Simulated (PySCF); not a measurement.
**Substituent effects on chemical shifts**

Parent skeleton `[CH3:1][SiH2:2][O:3][C:4]12[CH2:5][CH:6]1[CH2:7]2`; one hydrogen on atom 1 is replaced by X. Hydrogens on one atom are averaged.

PySCF 2.14.0 with density-fitted response routines calculation with coordinates at the GFN2-xTB level and shieldings: GIAO PBE0/pcSseg-1; no solvent model, one computed conformer, non-relativistic, rapidly exchanging positions averaged.

Referencing at the same level of theory: $^{13}$C (186.93 ppm) and $^{29}$Si (349.16 ppm) and $^{1}$H (31.72 ppm) against TMS; $^{17}$O (336.08 ppm) vs H2O.

Parent (X = H): C1 -2.2, Si2 -14.6, O3 11.3, C4 54.6, C5/C7 34.0, C6 7.0, H(C1) 0.26, H(Si2) 5.09, H(C5)/H(C7) 1.23 ppm. Effects are Δδ = δ(X) − δ(H), positive for deshielding.

Q: Order these by the shift of H(Si2), most shielded first.
A. X = CH=NH
B. X = CH2SiH3
C. X = F

A: B (-0.43 ppm), A (-0.29 ppm), C (-0.12 ppm).

Experimental scales use liquid or dissolved standards, which lie at an offset from isolated H2O (liquid H2O: subtract about 36 ppm).
